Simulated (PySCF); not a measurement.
SMILES CN(C)[SiH2][SiH3] (GFN2-xTB optimised geometry):

```
16

Si    -0.541    -0.707     0.000
Si    -1.460    -1.978     1.683
N     -1.470    -1.060     3.142
C     -0.363    -0.228     3.538
C     -2.249    -1.491     4.273
H     -0.938    -1.240    -1.305
H      0.928    -0.707     0.000
H     -0.928     0.707     0.000
H     -2.880    -2.309     1.489
H     -0.782    -3.291     1.818
H      0.176     0.123     2.661
H      0.340    -0.767     4.187
H     -0.732     0.641     4.093
H     -1.665    -2.123     4.955
H     -2.603    -0.622     4.835
H     -3.109    -2.059     3.930
```

Computed with B3LYP/def2-TZVP (PySCF 2.14.0).

Question: What are the frontier orbital energies and the dipole moment?

Answer: HOMO-2 -9.13 eV, HOMO-1 -8.27 eV, HOMO -6.16 eV, LUMO -0.33 eV, LUMO+1 0.16 eV; dipole moment 1.08 D.

On the same geometry PBE/def2-TZVP in PySCF gives HOMO-2 -7.98 eV, HOMO-1 -7.31 eV, HOMO -5.07 eV, LUMO -1.03 eV, LUMO+1 -0.52 eV; dipole moment 1.08 D.

Meta-Löwdin charges at B3LYP/def2-TZVP: Si1 0.22, Si2 0.53, N3 -0.42, C4 -0.22, C5 -0.22, H6 -0.08, H7 -0.09, H8 -0.08, H9 -0.11, H10 -0.14, H11 0.11, H12 0.09, H13 0.10, H14 0.09, H15 0.10, H16 0.11.
